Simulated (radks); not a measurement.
Results of a calculation; reference values are marked as such.
Ba XLVI, configuration [Ne] 3s1 (the NIST ground configuration).

Code: a radial shooting solver on a logarithmic mesh with Libxc functionals. Model: Dirac Kohn-Sham, LDA (Slater exchange, VWN5 correlation), spin-unpolarised, spherical densities, point nucleus.

Energy parts (hartree):
part                       energy
total                  -6149.7410
kinetic                 6653.3743
electron-nucleus      -13336.4516
Hartree                  627.4753
exchange-correlation     -94.1389

Orbitals (lengths in bohr, moments of r in powers of bohr; r(max) is where P^2 peaks):
orbital  occ.  eigenvalue (hartree)   r(max)      <r^4>
1s1/2       2             -1480.696  0.01643  2.070e-06
2s1/2       2             -322.7617  0.09225  0.0003154
2p1/2       2             -312.0486  0.07029  0.0001963
2p3/2       4             -297.4666  0.07523  0.0002382
3s1/2       1             -132.3890   0.2458   0.008307
3p1/2       0             -128.7107   0.2301   0.007089
3p3/2       0             -124.8578   0.2387   0.008014
3d3/2       0             -119.9479   0.1845   0.004810
3d5/2       0             -119.0052   0.1869   0.004999
4s1/2       0             -71.41456   0.4813    0.08757
4f5/2       0             -64.99732   0.3436    0.04115
4f7/2       0             -64.83391   0.3450    0.04171

The highest occupied level is 3s1/2 at -3602.5 eV. The density falls to 0.001 e/bohr^3 at r = 0.66 bohr. Summed over all electrons, <r^2> = 0.1689 bohr^2, which gives a Langevin (diamagnetic) susceptibility term of -0.134 x 10^-6 cm^3/mol. For comparison, the ionisation energy in NIST's Atomic Spectra Database is 3640 eV (theoretical). In exact Kohn-Sham theory the highest level is minus the ionisation energy, but local and semilocal functionals leave it too shallow, through self-interaction and a potential that decays too fast; potentials with the right tail come closer.

Beside tabulated values, note that spin-unpolarised runs miss the spin-polarisation part of the exchange energy of open shells.
